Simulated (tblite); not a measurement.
Run record: tight-binding relaxation, `[AsH]([C@H](C#N)[SiH3])C(C)C`.

Computed with GFN2-xTB geometry optimisation, gas phase (tblite 0.8.0). Start geometry: from a force field or distance geometry. The input is one job of a driver script: a line of settings, then coordinates in Å.

Command:
```bash
OMP_NUM_THREADS=1 python probes_run.py task.json out
```

Input:
```
{"job": {"kind": "relax", "xc": "GFN2-xTB", "basis": "xTB"}, "charge": 0, "multiplicity": 1}
C     -2.448100    -1.213900     0.341800
C     -1.468700    -0.316400    -0.396500
C     -1.960600     1.109700    -0.318400
As     0.245500    -0.481500     0.498300
C      1.793700     0.089300    -0.504200
Si     2.799200     1.143800     0.669600
C      2.612000    -1.035200    -1.014100
N      3.259400    -1.895900    -1.385600
H     -1.862500    -1.943500     0.948200
H     -3.067100    -1.766200    -0.385500
H     -3.091300    -0.613400     1.013600
H     -1.391800    -0.590900    -1.469400
H     -1.192900     1.849200    -0.584300
H     -2.416500     1.360600     0.648500
H     -2.784400     1.188500    -1.079500
H      0.438800    -1.745900     1.377600
H      1.508500     0.725800    -1.382200
H      1.929800     2.272900     1.043400
H      4.073500     1.570000     0.097500
H      3.018500     0.303600     1.878100
```

Question: Estimate the output.

Answer: 
```
step      E/eV     max force
  0    -645.52091    4.585
  1    -645.96069    4.816
  2    -646.19958    6.006
  3    -646.51860    1.558
  4    -646.65340    1.015
  5    -646.75111    1.046
  6    -646.80392    0.851
  7    -646.90928    1.282
  8    -646.98464    1.185
  9    -647.02724    0.510
... (149 lines left out)
159    -647.49641    0.057
160    -647.49671    0.040
161    -647.49697    0.041
162    -647.49716    0.037
163    -647.49729    0.025
164    -647.49738    0.022
165    -647.49745    0.016
166    -647.49749    0.014
167    -647.49752    0.012
168    -647.49754    0.009
```

«max force» is the largest atomic force in eV/Å.

Question: From which step on does the largest force stay under 0.1 eV/Å, and how much energy is left to gain from there?

Answer: From step 109 (0.069 eV/Å), 23.1 meV above the end.

In short: energy lowered by 45.6 kcal/mol over 168 steps; largest atomic force 0.009 eV/Å at the end.

Question: How long does this job take on Arm Neoverse N1, one thread, on a shared host?

Answer: About 2.9 s.
Labels such as C1 count atoms from 1, the log's own numbers from 0.
